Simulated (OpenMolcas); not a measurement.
## Multiconfigurational calculation on Ir4+

Ir4+ among 6 point charges of -0.85 e arranged as a trigonal antiprism (D3d), 1.83 Å from the ion, with a polar angle of 61.3° against the regular 54.74°. With inversion symmetry the input lists one of each pair of outer charges.

Input:

```
&GATEWAY
Coord
1

Ir 0.0 0.0 0.0
Basis=ANO-RCC-VDZP
Group=XYZ
NoMove
AngMom=0.0 0.0 0.0
AMFI
XField
3 Angstrom 0
0.000000 1.605237 0.878700 -0.850000
1.390176 -0.802619 0.878700 -0.850000
1.390176 0.802619 -0.878700 -0.850000
&SEWARD
&RASSCF
FileOrb=start.orb
Symmetry=1
Spin=6
nActEl=5 0 0
Inactive=15 19
Ras2=5 0
CIRoot=1 1 1
SDav=1
CIMx=300
Iter=120 100
PrWF=0.3
OrbListing=Nothing
MaxOrb=0
>>> COPY $Project.JobIph JOB001
&RASSCF
FileOrb=start.orb
Symmetry=1
Spin=4
nActEl=5 0 0
Inactive=15 19
Ras2=5 0
CIRoot=24 24 1
SDav=24
CIMx=300
Iter=120 100
PrWF=0.3
OrbListing=Nothing
MaxOrb=0
>>> COPY $Project.JobIph JOB002
&RASSCF
FileOrb=start.orb
Symmetry=1
Spin=2
nActEl=5 0 0
Inactive=15 19
Ras2=5 0
CIRoot=75 75 1
SDav=75
CIMx=300
Iter=120 100
PrWF=0.3
OrbListing=Nothing
MaxOrb=0
>>> COPY $Project.JobIph JOB003
&RASSI
NrOfJobIphs=3 1 24 75
1
1 2 3 4 5 6 7 8 9 10 11 12 13 14 15 16 17 18 19 20 21 22 23 24
1 2 3 4 5 6 7 8 9 10 11 12 13 14 15 16 17 18 19 20 21 22 23 24 25 26 27
28 29 30 31 32 33 34 35 36 37 38 39 40 41 42 43 44 45 46 47 48 49 50 51
52 53 54 55 56 57 58 59 60 61 62 63 64 65 66 67 68 69 70 71 72 73 74 75
IphNames
JOB001
JOB002
JOB003
EJob
SpinOrbit
DIPRint=1.0
SOCoupling=1000.0
Subsets=2
Property=9
'ANGMOM' 1 'ANGMOM' 2 'ANGMOM' 3 'MLTPL  1' 1 'MLTPL  1' 2 'MLTPL  1' 3
'AMFI' 1 'AMFI' 2 'AMFI' 3
SOProperty=3
'ANGMOM' 1 'ANGMOM' 2 'ANGMOM' 3
```

A driver script runs the steps one by one and writes start.orb anew before each from the orbitals found so far.

Output, cut to the results:

```
--- SEWARD ---
Basis set label: IR.ANO-RCC...7S6P4D2F.

      Electronic valence basis set:
      ------------------
      Associated Effective Charge  77.000000 au
      Associated Actual Charge     77.000000 au
      Nuclear Model: Point charge

      Shell  nPrim  nBasis  Cartesian Spherical Contaminant
         s      24       7        X
         p      21       6        X
         d      15       4                 X
         f      11       2                 X
                  Relativistic Douglas-Kroll-Hess integrals:
                    - DKH order of Hamiltonian: 2
                    - DKH order of Properties : 0
                  Atomic mean-field integrals
--- RASSCF ---
Wave function specifications:
      -----------------------------

      Number of closed shell electrons          68
      Number of electrons in active shells       5
      Max number of holes in RAS1 space          0
      Max nr of electrons in RAS3 space          0
      Number of inactive orbitals               34
      Number of active orbitals                  5
      Number of secondary orbitals              20
      Spin quantum number                      2.5
      State symmetry                             1
Orbital specifications:
      -----------------------

      Symmetry species                           1   2
                                                ag  au
      Frozen orbitals                            0   0
      Inactive orbitals                         15  19
      Active orbitals                            5   0
      RAS1 orbitals                              0   0
      RAS2 orbitals                              5   0
      RAS3 orbitals                              0   0
      Secondary orbitals                         7  13
      Deleted orbitals                           0   0
      Number of basis functions                 27  32
      Number of CSFs                             1
      Number of root(s) required                 1
      Iter CI   SX   CI       RASSCF       Energy    max ROT     max BLB   max BLB  Level Ln srch  Step   QN
          iter iter root      energy       change     param      element    value   shift minimum  type update
 Nr of preliminary CI iterations:   1
      Total energies have been shifted. Add               -17000.00 au
        1   1    7    1  -812.87126475    0.00E+00   1.97E-01*  16  23 1  3.29E-01*  0.00   0.00    SX    NO
        2   1    6    1  -813.19799116   -3.27E-01* -2.43E-02   19  25 2  1.50E-01*  0.06   0.00    SX    NO
        3   1    6    1  -813.21462360   -1.66E-02*  1.58E-02   13  29 2  4.63E-02*  0.02   0.00    SX    NO
        4   1    6    1  -813.21686009   -2.24E-03*  7.60E-03   19  25 2  2.14E-02*  0.04   0.00    SX    NO
        5   1    5    1  -813.21734764   -4.88E-04*  2.37E-03   13  29 2  9.69E-03*  0.03   0.68    QN   YES
        6   1    4    1  -813.21748298   -1.35E-04*  1.33E-04   13  29 2  1.42E-04*  0.04   1.01    QN   YES
        7   1    3    1  -813.21748301   -3.62E-08*  3.56E-05   19  22 2 -2.40E-05   0.04   1.14    QN   YES
        8   1    3    1  -813.21748302   -1.14E-09   3.18E-06   10  26 2 -2.32E-06   0.04   1.07    QN   YES
      Convergence after  8 iterations
        9   1    3    1  -813.21748302   -7.28E-12   3.18E-06   10  26 2 -2.37E-07   0.04   1.07    QN   YES
      Natural orbitals and occupation numbers for root  1
      sym 1:   1.000000   1.000000   1.000000   1.000000   1.000000
::    RASSCF root number  1 Total energy: -17813.21748302
--- RASSCF ---
Wave function specifications:
      -----------------------------

      Number of closed shell electrons          68
      Number of electrons in active shells       5
      Max number of holes in RAS1 space          0
      Max nr of electrons in RAS3 space          0
      Number of inactive orbitals               34
      Number of active orbitals                  5
      Number of secondary orbitals              20
      Spin quantum number                      1.5
      State symmetry                             1
Orbital specifications:
      -----------------------

      Symmetry species                           1   2
                                                ag  au
      Frozen orbitals                            0   0
      Inactive orbitals                         15  19
      Active orbitals                            5   0
      RAS1 orbitals                              0   0
      RAS2 orbitals                              5   0
...
--- RASSI ---
SPIN-FREE ENERGIES:
  (Shifted by EMIN (a.u.) =     -17813.2174830154)

 SF State       Relative EMIN(au)   Rel lowest level(eV)    D:o, cm**(-1)      L_eff

     1             0.0000000000        0.0000000000              0.0000         0.0
     2             0.1053320950        2.8662323213          23117.7227         3.3
     3             0.1053320964        2.8662323591          23117.7230         3.3
     4             0.1060738201        2.8864156883          23280.5126         3.3
     5             0.1181045035        3.2137872610          25920.9424         3.8
     6             0.1181045208        3.2137877332          25920.9462         3.8
     7             0.1212631370        3.2997380587          26614.1823         3.9
     8             0.1252107624        3.4071584185          27480.5859         4.0
     9             0.1252107696        3.4071586136          27480.5875         4.0
    10             0.1261105564        3.4316430609          27678.0679         4.0
    11             0.1451702153        3.9502827996          31861.1795         2.2
    12             0.1458212814        3.9679992120          32004.0720         2.3
    13             0.1458212894        3.9679994289          32004.0737         2.3
    26             0.1477537788        4.0205851443          32428.2061         5.0
    14             0.1487874045        4.0487115334          32655.0608         2.4
    15             0.1487874070        4.0487115994          32655.0613         2.4
    27             0.1491665535        4.0590287017          32738.2743         5.0
    28             0.1491665576        4.0590288136          32738.2752         5.0
    29             0.1634747505        4.4483745763          35878.5606         5.4
    16             0.1646285930        4.4797722320          36131.7998         2.2
    30             0.1649357170        4.4881295010          36199.2057         5.6
...
```

Spin-orbit levels above the lowest (labels of D3, the rotations of D3d):

```json
{"E (cm-1)": "0.0", "Degeneracy": "2", "Label": "E1/2", "2S+1": "6 (84 %)", "g": "1.57 5.60 5.60"}
{"E (cm-1)": "174.6", "Degeneracy": "2", "Label": "E3/2", "2S+1": "6 (86 %)", "g": "0.00 0.00 5.81"}
{"E (cm-1)": "347.1", "Degeneracy": "2", "Label": "E1/2", "2S+1": "6 (87 %)", "g": "0.18 0.18 9.35"}
{"E (cm-1)": "16441", "Degeneracy": "2", "Label": "E1/2", "2S+1": "4 (53 %)", "g": "0.45 2.92 2.92"}
{"E (cm-1)": "20045", "Degeneracy": "2", "Label": "E3/2", "2S+1": "4 (69 %)", "g": "0.00 0.00 2.04"}
{"E (cm-1)": "21386", "Degeneracy": "2", "Label": "E1/2", "2S+1": "4 (76 %)", "g": "1.39 1.39 2.12"}
{"E (cm-1)": "22985", "Degeneracy": "2", "Label": "E1/2", "2S+1": "4 (81 %)", "g": "1.05 1.05 1.06"}
{"E (cm-1)": "23337", "Degeneracy": "2", "Label": "E3/2", "2S+1": "4 (82 %)", "g": "0.00 0.00 1.20"}
{"E (cm-1)": "24387", "Degeneracy": "2", "Label": "E1/2", "2S+1": "4 (86 %)", "g": "1.44 1.44 3.27"}
{"E (cm-1)": "24705", "Degeneracy": "2", "Label": "E1/2", "2S+1": "4 (87 %)", "g": "1.90 1.90 1.98"}
{"E (cm-1)": "25282", "Degeneracy": "2", "Label": "E1/2", "2S+1": "4 (83 %)", "g": "0.58 0.58 1.90"}
{"E (cm-1)": "25438", "Degeneracy": "2", "Label": "E3/2", "2S+1": "4 (83 %)", "g": "0.00 0.00 1.92"}
{"E (cm-1)": "26112", "Degeneracy": "2", "Label": "E1/2", "2S+1": "4 (82 %)", "g": "0.60 0.60 1.49"}
{"E (cm-1)": "26536", "Degeneracy": "2", "Label": "E3/2", "2S+1": "4 (82 %)", "g": "0.00 0.00 2.00"}
{"E (cm-1)": "27072", "Degeneracy": "2", "Label": "E1/2", "2S+1": "4 (77 %)", "g": "1.32 1.32 2.83"}
{"E (cm-1)": "27632", "Degeneracy": "2", "Label": "E1/2", "2S+1": "4 (87 %)", "g": "1.15 1.15 6.29"}
{"E (cm-1)": "27862", "Degeneracy": "2", "Label": "E3/2", "2S+1": "4 (80 %)", "g": "0.00 0.00 1.88"}
{"E (cm-1)": "28030", "Degeneracy": "2", "Label": "E1/2", "2S+1": "4 (88 %)", "g": "2.38 2.38 2.45"}
{"E (cm-1)": "28125", "Degeneracy": "2", "Label": "E1/2", "2S+1": "4 (77 %)", "g": "2.38 4.90 4.90"}
{"E (cm-1)": "28660", "Degeneracy": "2", "Label": "E3/2", "2S+1": "4 (82 %)", "g": "0.00 0.00 5.53"}
```

Without dynamic correlation the repulsion within the d shell is too large (B by tens of per cent), so at a given field states of lower spin stand too high. Point charges give a weaker field than real ligands, and real ions of this kind are as a rule low spin; the high spin found here belongs to the model. This is an electrostatic model: the charges have no orbitals. No measured value stands beside these numbers.
